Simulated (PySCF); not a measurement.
C3H9Bi, charge +1, doublet, at a GFN2-xTB geometry (such geometries of metal compounds can be far from the true shape) (a state made from the parent by changing its charge; the spin is typed, not shown lowest) (core potentials on Bi). Base run: M062X/def2-SV(P) in PySCF.

The PySCF input:
```python
from pyscf import gto, scf, dft

mol = gto.M(
    atom='''
Bi   -0.00411147   -0.00322440    0.25970890
C    -1.13452425   -1.65898461   -0.78325218
H    -0.81926694   -1.63952124   -1.81869232
H    -2.19454387   -1.47210613   -0.69837372
H    -0.88554374   -2.60966664   -0.33571842
C    -0.85991308    1.83641958   -0.73550786
H    -0.98711781    1.58728817   -1.78128736
H    -0.16954009    2.65778581   -0.61504137
H    -1.81355033    2.08156882   -0.29216606
C     2.02979095   -0.14970909   -0.71441939
H     1.89114326    0.11870445   -1.75395450
H     2.39472154   -1.16165233   -0.62186632
H     2.71282825    0.53886878   -0.23966192
''',
    basis='def2-sv(p)',
    ecp={'Bi': 'def2-sv(p)'},
    charge=1,
    spin=1,
    verbose=4,
)

mf = dft.UKS(mol)
mf.xc = 'm062x'
mf.kernel()
```

Variants of this job, named by their change:

```json
[
 {"change": "base", "ΔE vs base (mEh)": "0.000", "SCF cycles": "12", "<S^2>": "0.754"},
 {"change": "conv_tol_grad = 1e-7", "ΔE vs base (mEh)": "0.000", "SCF cycles": "17", "<S^2>": "0.754"},
 {"change": "solver = newton", "ΔE vs base (mEh)": "0.000", "SCF cycles": "-", "<S^2>": "0.754"},
 {"change": "conv_tol = 1e-4", "ΔE vs base (mEh)": "0.000", "SCF cycles": "7", "<S^2>": "0.754"},
 {"change": "diis_space = 4", "ΔE vs base (mEh)": "0.000", "SCF cycles": "13", "<S^2>": "0.754"},
 {"change": "init_guess = 1e", "ΔE vs base (mEh)": "0.000", "SCF cycles": "18", "<S^2>": "0.754"},
 {"change": "level_shift = 0.5 (with mf.max_cycle = 100)", "ΔE vs base (mEh)": "0.000", "SCF cycles": "21", "<S^2>": "0.754"},
 {"change": "init_guess = mod_huckel", "ΔE vs base (mEh)": "0.000", "SCF cycles": "12", "<S^2>": "0.754"},
 {"change": "diis_space = 20", "ΔE vs base (mEh)": "0.000", "SCF cycles": "12", "<S^2>": "0.754"},
 {"change": "diis_space = 12", "ΔE vs base (mEh)": "0.000", "SCF cycles": "12", "<S^2>": "0.754"},
 {"change": "conv_tol = 1e-6", "ΔE vs base (mEh)": "0.000", "SCF cycles": "8", "<S^2>": "0.754"},
 {"change": "init_guess = huckel", "ΔE vs base (mEh)": "0.000", "SCF cycles": "13", "<S^2>": "0.754"},
 {"change": "init_guess = atom", "ΔE vs base (mEh)": "0.000", "SCF cycles": "11", "<S^2>": "0.754"}
]
```

Open shells are given as the SCF converged; they aren't shown to be the lowest states, and a large step between rows can be another state.
